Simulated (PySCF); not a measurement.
**TDDFT excited states: C6H10OS**

C6H10OS.
Bonds: C1–C2 (double), C2–C3, C3–C4, C4–C5, C5–S6 (double), C5–O7, O7–C8. Hydrogens: H9, H10 on C1; H11 on C2; H12, H13 on C3; H14, H15 on C4; H16, H17, H18 on C8.

Level of theory: TDDFT B3LYP/def2-SVPD, vertical, gas phase, core orbitals frozen in the response in PySCF 2.14.0, density-fitted response routines. Geometry: GFN2-xTB, one conformer, isolated molecule. Torsions of this conformer, `[CH2:1]=[CH:2][CH2:3][CH2:4][C:5](=[S:6])[O:7][CH3:8]`: C1–C2–C3–C4 118°, C2–C3–C4–C5 -61°, C3–C4–C5–S6 -81°, C4–C5–O7–C8 -177°.

Q: Predict the UV-vis stick spectrum at this level.

A: 

```json
{"state": "S1", "E (eV)": "3.38", "λ (nm)": "367.2", "f": "0.0003", "main configurations (H = HOMO, L = LUMO)": "H→L (100%)"}
{"state": "S2", "E (eV)": "5.05", "λ (nm)": "245.5", "f": "0.019", "main configurations (H = HOMO, L = LUMO)": "H-1→L (58%), H-2→L (41%)"}
{"state": "S3", "E (eV)": "5.46", "λ (nm)": "227.1", "f": "0.0004", "main configurations (H = HOMO, L = LUMO)": "H→L+1 (100%)"}
{"state": "S4", "E (eV)": "5.62", "λ (nm)": "220.6", "f": "0.122", "main configurations (H = HOMO, L = LUMO)": "H-2→L (54%), H-1→L (35%)"}
{"state": "S5", "E (eV)": "5.91", "λ (nm)": "209.8", "f": "0.049", "main configurations (H = HOMO, L = LUMO)": "H→L+2 (92%)"}
{"state": "S6", "E (eV)": "6.41", "λ (nm)": "193.3", "f": "0.014", "main configurations (H = HOMO, L = LUMO)": "H→L+3 (74%), H→L+6 (20%)"}
{"state": "S7", "E (eV)": "6.45", "λ (nm)": "192.1", "f": "0.025", "main configurations (H = HOMO, L = LUMO)": "H-1→L+1 (72%), H-2→L+1 (16%)"}
{"state": "S8", "E (eV)": "6.49", "λ (nm)": "191.1", "f": "0.0018", "main configurations (H = HOMO, L = LUMO)": "H-3→L (77%), H-4→L (14%)"}
```

Triplets (Tamm–Dancoff): T1 3.02 eV, H→L (99%); T2 3.60 eV, H-1→L (72%), H-2→L (26%); T3 4.55 eV, H-2→L+1 (55%), H-1→L+1 (34%).

The lowest singlet comes at 367 nm (326 kJ/mol) in the ultraviolet; it is dark (f under 0.0005); its leading configuration is HOMO→LUMO (100%). The most intense listed level is S4 at 5.62 eV (221 nm, f = 0.122), 2.25 eV above S1. S1 has the pattern of n→π* at C=S. Orbital energies (eV): HOMO-3 -9.34, HOMO-2 -7.52, HOMO-1 -7.23, HOMO -6.26, LUMO -1.50, LUMO+1 -0.09, LUMO+2 0.43. Of the 8 states listed, 5 reach f = 0.01 and 2 stay under 0.0005. The listed states span 3.11 eV, and the widest gap between neighbours is 1.67 eV (S1 to S2). No computed singlet lies in the visible range (380 to 750 nm); the lowest, at 367 nm, stands 0.11 eV above its violet end (3.26 eV); a Tamm–Dancoff triplet lies at 410 nm, without intensity as long as spin–orbit coupling is left out. The window holds the lowest 8 singlets.

Time: 54 s of wall time. Hardware: an Arm Neoverse V2 with one thread, no GPU, shared host.
